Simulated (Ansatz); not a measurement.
Reaction (redistribution): `CC(C)(C)[NH][Zr]([F])([F])[F]` + `F[Si](F)(F)Br` → `[F][Zr]([F])([F])[Br]` + `CC(C)(C)N[Si](F)(F)F`

Calculated with Ansatz (gas phase, PBE0-D4/def2-TZVP geometries, no zero-point term in ΔE). CBS: MP2 limit from def2 TZ/QZ plus the TZ coupled-cluster correction, frozen cores. DFT in def2-TZVPP. Elements past krypton have def2 core potentials. For Br, Zr outer-core shells are correlated without core-valence functions, which leaves a few kJ/mol of doubt a bond. Scalar relativity is left out up to krypton. One conformer a species, not always the lowest.

| species | B2PLYP energy (Eh) |
| --- | --- |
| `CC(C)(C)[NH][Zr]([F])([F])[F]` | -559.88607 |
| `F[Si](F)(F)Br` | -3162.93444 |
| `[F][Zr]([F])([F])[Br]` | -2920.60596 |
| `CC(C)(C)N[Si](F)(F)F` | -802.24484 |

Task: Work out ΔE.

Result: ΔE = (-2920.60596) + (-802.24484) − (-559.88607) − (-3162.93444) = -0.03029 Eh = -0.82 eV. CCSD(T)/CBS gives -0.76 eV.

Largest T1 diagnostic among the species: 0.016.

In def2-TZVPP, CCSD(T) changes the Hartree–Fock value by +0.29 eV (the triples alone add +0.03 eV) and MP2 by +0.33 eV. From PBE to PBE0 (25 % exact exchange), in def2-TZVPP and without D4, ΔE moves by −0.08 eV. Leaving LDA and LC-ωPBE aside and taking each functional with its dispersion term where it has one, the values, not all of them listed here, spread over 0.19 eV, from BHLYP-D4 to revPBE-D4. LDA lies −0.03 eV from PBE without D4.
